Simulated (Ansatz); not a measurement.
C2H6FNSi, SMILES `FC/C=N\[SiH3]`. Charge 0, multiplicity 1.

```xyz
11

F     1.0012    1.2249   -0.3962
C     0.9020    0.1923   -1.2919
C    -0.0435   -0.8729   -0.8227
N    -0.7087   -0.9105    0.2368
Si   -0.8235    0.2083    1.5726
H     0.5563    0.5897   -2.2544
H     1.8976   -0.2432   -1.4428
H    -0.1203   -1.7025   -1.5453
H    -1.7801   -0.3900    2.5364
H     0.4817    0.3785    2.2630
H    -1.3628    1.5254    1.1444
```

(1) Give the diagnostics of a CCSD(T)/def2-TZVPP run (frozen core, Ansatz). (Estimate.)

Answers

(1) Computed: T1 = 0.0125, largest single amplitude 0.023, largest double 0.056, (T) share of the correlation energy 3.7 %, 10 CCSD cycles. The RHF solution is stable towards an unrestricted one. T1 lies under the customary mark of 0.02 for closed shells.
